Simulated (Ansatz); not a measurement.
Z-matrix (Å, degrees):
```
In
C 1 2.1842
H 2 1.0887 1 111.91
H 2 1.0907 3 108.68 1 -122.12
H 2 1.0912 3 108.41 4 -116.34
C 1 2.1843 2 120.13 3 5.59
H 6 1.0888 1 111.81 2 -171.73
H 6 1.0905 7 108.75 1 -122.32
H 6 1.0913 7 108.32 8 -116.36
C 1 2.1844 2 120.04 3 -174.69
H 10 1.0887 1 111.94 2 1.83
H 10 1.0909 11 108.60 1 -121.90
H 10 1.0910 11 108.51 12 -116.33
```
Charge 0, multiplicity 1.

Method: frozen-core CCSD(T)/def2-TZVPP // M06-2X/def2-TZVP (Ansatz, a quantum-chemistry and plane-wave program).

```
Item                            Value
----------------------  -------------
HF energy               -308.07658 Ha
MP2 correlation energy    -0.84261 Ha
```

Task: Estimate the CCSD correlation energy, the (T) correction, the total energy and the T1 diagnostic.

Result: 
- CCSD correlation energy = -0.87907 Ha
- (T) correction = -0.03165 Ha
- CCSD(T) total energy = -308.98730 Ha
- T1 diagnostic = 0.011
